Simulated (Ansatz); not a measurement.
Born–Oppenheimer molecular dynamics of a periodic cell of 21 atoms, H₂CF₄ (contents 3 H2 + 3 CF4, density as packed 1.37 g/cm³ with natural masses). It starts from a relaxed structure.

Theory: DFT PBE-D3(BJ), scalar-relativistic, plane waves, PAW (Ansatz 0.2.0). Settings: accuracy low, cutoff 420 eV, k mesh 1x1x1, fermi-dirac smearing 0.05 eV, no spin polarisation.

| Property | Result |
| --- | --- |
| ensemble | NVT, Langevin thermostat |
| time step | 0.5 fs |
| steps asked | 300 |
| set temperature | 250 K |
| friction | 0.02 /fs |
| seed | 420092 |

First frame:

```xyz
21
Lattice="6.8873 0.0000 0.0000 0.0000 6.8873 0.0000 0.0000 0.0000 6.8873" Properties=species:S:1:pos:R:3
H 2.216 2.515 3.841
H 1.908 3.198 3.838
H 6.147 2.004 0.854
H 6.263 2.311 0.180
H 5.333 2.523 4.389
H 5.202 3.238 4.206
C 0.610 6.325 3.172
F 1.895 6.387 3.541
F -0.019 7.439 3.559
F 0.531 6.207 1.846
F 0.034 5.266 3.751
C 4.345 6.149 -0.323
F 4.519 6.482 0.959
F 3.074 5.782 -0.516
F 4.625 7.197 -1.103
F 5.157 5.136 -0.633
C 2.579 2.813 0.810
F 3.705 3.248 1.382
F 1.583 3.652 1.095
F 2.743 2.746 -0.514
F 2.287 1.595 1.278
```

(1) What does the run give?

(2) What happens to the structure?

(3) How do temperature and energy run in time?

Results:

(1) The run went to its last step.

* steps done: 300
* time covered: 150 fs
* mean temperature over the second half: 264 K
* spread of the potential energy over the second half: 4.7 meV per atom
* mean potential energy of the second half above the start: 20.7 meV per atom

A run of 0.15 ps of so small a system gives no equilibrium averages. Limits of this set-up: coarse k mesh, low accuracy level.

(2) Mean squared displacements from the first frame to the last, about the centre of mass: H 1.75 Å², C 0.01 Å², F 0.10 Å². The details hang on the random start.

(3) 
| time (fs) | T (K) | potential energy less start (eV) |
| --- | --- | --- |
| 0.0 | 238 | 0.000 |
| 7.5 | 195 | 0.216 |
| 15.0 | 214 | 0.197 |
| 22.5 | 197 | 0.370 |
| 30.0 | 276 | 0.314 |
| 37.5 | 273 | 0.324 |
| 45.0 | 245 | 0.327 |
| 52.5 | 250 | 0.328 |
| 60.0 | 230 | 0.392 |
| 67.5 | 193 | 0.573 |
| 75.0 | 311 | 0.334 |
| 82.5 | 248 | 0.433 |
| 90.0 | 245 | 0.294 |
| 97.5 | 201 | 0.392 |
| 105.0 | 227 | 0.383 |
| 112.5 | 240 | 0.478 |
| 120.0 | 267 | 0.495 |
| 127.5 | 274 | 0.576 |
| 135.0 | 315 | 0.496 |
| 142.5 | 354 | 0.352 |
| 150.0 | 205 | 0.714 |

Time of the run: 6.2 min on 1 thread of Arm Neoverse V2, on a shared host, peak memory 0.38 GiB.
